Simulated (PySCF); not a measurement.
Fill in the blanks.

C2H9FN2Si2.
Z-matrix (Å and degrees, GFN2-xTB geometry), rows numbered from 1:
```
C 
N   1  1.2536
C   2  1.4207  1  120.52
Si  3  1.9167  2  107.45  1   105.17
N   4  1.7390  3  109.85  2   -66.16
Si  5  1.7212  4  128.96  3   -65.92
F   6  1.6112  5  109.52  4    53.69
H   1  1.0805  2  118.37  3  -177.62
H   1  1.0949  2  124.37  3     2.70
H   3  1.0909  2  107.95  1  -137.16
H   3  1.0999  2  113.03  1   -16.64
H   4  1.4599  3  110.87  2    50.22
H   4  1.4661  3  108.46  2   175.63
H   5  1.0055  4  115.16  3   109.44
H   6  1.4518  5  108.59  4   168.63
H   6  1.4534  5  111.51  4   -59.91
```

```csv
property,level,value
point group of the GFN2-xTB geometry,GFN2-xTB,C1
"rotational constants A, B, C of the GFN2-xTB geometry",GFN2-xTB,?
dipole moment,PBE0/def2-SVPD,1.52 D
HOMO energy,PBE0/def2-SVPD,-7.19 eV
LUMO energy,PBE0/def2-SVPD,?
lowest singlet excitation,TDDFT PBE0/def2-SVPD,?
strongest line among the 8 lowest singlet transitions,TDDFT PBE0/def2-SVPD,"S2 at 6.35 eV (195 nm, f = 0.071)"
lowest triplet excitation (Tamm–Dancoff),TDA PBE0/def2-SVPD,?
static isotropic polarisability,PBE0/def2-SVPD,89.7 au
electronic spatial extent ⟨r²⟩ about the centre of nuclear charge,PBE0/def2-SVPD,?
13C chemical shifts (computed TMS as zero) by class,GIAO PBE0/pcSseg-1,"155.8 (C1), 59.1 (C3) ppm"
1H chemical shifts (computed TMS as zero) by class,GIAO PBE0/pcSseg-1,?
"isotropic shieldings of nuclei other than C and H, by class",GIAO PBE0/pcSseg-1,"-133 (N2), 236 (N5), 341 (F7), 367 (Si6), 384 (Si4) ppm"
```

Gas-phase values; electronic properties from PySCF, density fitting. The structure is a single GFN2-xTB conformer in the gas phase; no vibrational or solvent corrections. GFN2-xTB frequencies show an imaginary mode (36i cm⁻¹), so this geometry is no minimum at that level. NMR classes are plain means over equivalent atoms (diastereotopic ones count apart unless rotation or inversion swaps them), as if these changed places fast; in this geometry the members of some classes differ.

**Question.** The electronic spatial extent ⟨r²⟩ about the centre of nuclear charge?

**Answer.** 1275 bohr².

**Question.** What is the lowest singlet excitation?

**Answer.** 4.90 eV (253 nm, f = 0.001).

**Question.** The lowest triplet excitation (Tamm–Dancoff)?

**Answer.** 4.06 eV.

**Question.** What are the rotational constants A, B, C of the GFN2-xTB geometry?

**Answer.** 2.328, 1.245, 0.951 GHz.

**Question.** What is the LUMO energy?

**Answer.** -0.32 eV.

**Question.** The 1H chemical shifts (computed TMS as zero) by class?

**Answer.** 7.79 (H9), 7.24 (H8), 4.98 (H15/H16), 4.85 (H12/H13), 3.78 (H10/H11), 1.12 (H14) ppm.

The dipole matches unit charges of opposite sign 0.32 Å apart (1 e·Å = 4.8032 D). With B = h/(8π²I), that is 505.379 GHz u Å² over I, the principal moments of inertia are 217.1, 406.1 and 531.5 u Å² (most abundant isotopes); the inertial defect Ic − Ia − Ib is -91.7 u Å² (zero for a rigid planar frame, negative otherwise). The polarisability is 13.29 Å³ as a volume (1 au = 0.148185 Å³), or 1.25 au for each of the 72 electrons.
